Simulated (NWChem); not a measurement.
TaI5; SMILES [I][Ta]([I])([I])([I])[I]

Not confirmed as a minimum by frequencies. def2 effective core potentials on I, Ta; no spin-orbit coupling.

Give the equilibrium geometry at PBE0/def2-SVP with def2 effective core potentials on I, Ta (NWChem) as an XYZ file, with the point group.

point group D3h; any orientation.
```
6

Ta     0.0000     0.0000     0.0000
I      1.8806     1.8806     0.0000
I      0.0000     0.0000     2.7134
I      0.0000     0.0000    -2.7134
I      0.6883    -2.5689     0.0000
I     -2.5689     0.6883     0.0000
```
